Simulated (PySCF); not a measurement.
CdI, SMILES [Cd][I] (connectivity only; charge and spin as stated), neutral, multiplicity 2. Atoms are numbered in the order given.

```xyz
2

Cd     0.0000     0.0000    -1.4462
I      0.0000     0.0000     1.3098
```
Charge 0, spin multiplicity 2.

The structure is a stationary point at B3LYP-D3(BJ)/def2-TZVP. The spin state was assumed, not searched. The def2 effective core potentials stand for the cores of Cd, I; spin–orbit coupling is left out.

All values below come from B3LYP-D3(BJ)/def2-TZVP run with PySCF 2.14.0.

Frequencies are harmonic and unscaled.

Computed harmonic wavenumbers and intensities:
| mode | ν (cm⁻¹) | IR (km/mol) | moving atoms (share of kinetic energy) |
|---|---|---|---|
| 1 | 151 | 7.4 | Cd 53 %, I 47 % |
